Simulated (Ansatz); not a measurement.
A search over several starts for the lowest SCF solution of CH₅CdN⁺, that is CdMe(NH2) with one electron fewer at the given spin, in a small basis.

```yaml
crystal:
  periodic: [false, false, false]
  atoms:
    - {symbol: Cd, position_ang: [0.000259, -0.048912, -0.325611]}
    - {symbol: C, position_ang: [-0.011198, 0.000884, 1.780702]}
    - {symbol: H, position_ang: [0.080378, 1.036136, 2.132650]}
    - {symbol: H, position_ang: [0.827805, -0.587201, 2.175354]}
    - {symbol: H, position_ang: [-0.950408, -0.423732, 2.158774]}
    - {symbol: N, position_ang: [0.010511, -0.285742, -2.351256]}
    - {symbol: H, position_ang: [0.837485, 0.139853, -2.779600]}
    - {symbol: H, position_ang: [-0.794851, 0.168714, -2.791003]}
basis:
  gaussian: {orbitals: def2-SVP}
total_charge: 1
magnetization: {spin_polarized: true, initial_magnetization: 1}
hamiltonian: {xc: pbe0, dispersion: d4}
output: {orbitals: {seedname: orbitals}}
```

```sh
$ ansatz run in.yaml --threads 4 --pin off --events-out ev --progress --plain --max-ram 3916MiB
```

Shortened log:

```
Functional definition: PBE0
878 factors; integrals over basis functions are off by at most 1.2e-3 eV
mean field evaluation 1: about -7135.0145 eV, gradient 6.8e1 eV
mean field evaluation 2: about -7081.5313 eV, gradient 1.1e2 eV
mean field evaluation 4: about -7154.5036 eV, gradient 2.7e1 eV
mean field evaluation 8: about -7158.2280 eV, gradient 9.0e-1 eV
mean field evaluation 16: about -7158.4523 eV, gradient 1.2e-2 eV
mean field evaluation 32: about -7158.2598 eV, gradient 5.5e0 eV
mean field -7158.45226490 eV, -263.0682685618 hartree, gradient 2.8e-5 eV, S^2 0.760004; 2 other end points of the search recorded, 0 dependent functions left out
reference -7158.45229595 eV, -263.0682697028 hartree; 19, 18 occupied and 65, 66 virtual orbitals, 878 factors
Total energy: -7158.52900752 eV, -263.0710888011 hartree
```

It took 3.9 s on 4 threads of Intel Xeon on a shared host.

In the def2 sets Cd takes a core potential; there is no spin–orbit coupling.
